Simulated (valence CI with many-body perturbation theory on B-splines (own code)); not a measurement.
Re43+: one-electron terms

Method: configuration interaction combined with many-body perturbation theory (CI+MBPT): four valence electrons over a frozen Dirac-Fock core [Ar] 3d10, radial functions for each j: 11 s, 11 p, 9 d, 7 f, 5 g, 2 h, 1 i, with the one-electron correlation potential Σ1, the two-electron term Σ2, the three-electron term Σ3, Breit, model QED; selected CI, second order for the rest (own B-spline code, finite nucleus).

No measured spectrum was set against this ion. As an estimate, large intervals hold to a few tenths of a per cent, small ones and those within an open d or f shell to about a per cent.

These are the spectroscopic orbitals of the CI (the correlating ones are not listed), shaped by the core and the other valence electrons. h is the expectation value of the core's Dirac-Fock operator, without the valence repulsion; Σ1 is computed up to l = 3 at one energy for each symmetry, that of its lowest orbital but kept below the first core excitation, so for empty shells it is not the orbital's own correlation shift; Breit and QED include the response of the core.

```
Orbital  h (hartree)  Σ1 (cm⁻¹)  Breit (cm⁻¹)  QED (cm⁻¹)  ⟨r⟩ (bohr)
  4s1/2      -92.462     -14651         15023       11381      0.3902
  5s1/2       -55.41      -5344          6723        5210      0.6541
  6s1/2      -36.925      -2599          3510        2778      0.9881
  7s1/2      -26.368      -1484          2088        1661       1.389
  4p1/2      -88.768     -15606         23510         509      0.3867
  5p1/2      -53.605      -5744         10621         242      0.6577
  6p1/2      -35.923      -2843          5658         133      0.9970
  7p1/2      -25.756      -1638          3398        80.8       1.404
  4p3/2      -84.735     -13383         13736        1475      0.4066
  5p3/2       -51.71      -5186          6276         689      0.6831
  6p3/2       -34.88      -2624          3685         377       1.028
  7p3/2      -25.121      -1531          2226         229       1.440
  4d3/2      -79.038     -15360         10571        -540      0.3936
  5d3/2      -48.984      -5833          4916        -237      0.6808
  6d3/2       -33.37      -2959          2696        -127       1.035
  4d5/2      -78.171     -14493          6647       -73.4      0.3990
  5d5/2      -48.564      -5512          2977       -19.1      0.6875
  6d5/2      -33.134      -2799          1636        -6.4       1.043
  4f5/2      -72.114     -14730          4243        -349      0.3636
  5f5/2      -45.864      -4782          1833        -166      0.6642
  4f7/2      -71.886     -14093          1743        -177      0.3657
  5f7/2      -45.734      -4582           774       -78.6      0.6668
  5g7/2       -44.34                      179       -37.7      0.6078
  5g9/2      -44.288                    -10.0         0.4      0.6090
```

Among the shells of the start configuration 4s2 4p2, Σ1 is largest in size for 4p1/2, where it is 0.080 % of h.

Lowest root of each symmetry, sizes in configuration state functions:

```
J  Parity  Roots  Reference  Variational  Second order  Change by selected CI (cm⁻¹)  Change by second order (cm⁻¹)
0    even      7         34        15874         60522                         -6309                             -1
1    even     10         70        35633        142320                         -5022                             -4
2    even     15        106        40000        284364                         -5779                            -14
3    even     11         96        40000        339017                        -10446                            -36
4    even      6         82        39998        298398                         -7067                            -41
5    even      2         47        24475        245374                         -7515                            -23
0     odd      3         16        10500         52908                         -8025                             -4
1     odd      8         44        30116        148403                         -8776                             -6
2     odd      9         57        39888        264816                         -6559                             -7
3     odd      5         53        38253        285253                         -8300                            -15
4     odd      2         37        24618        301758                         -8220                            -19
```
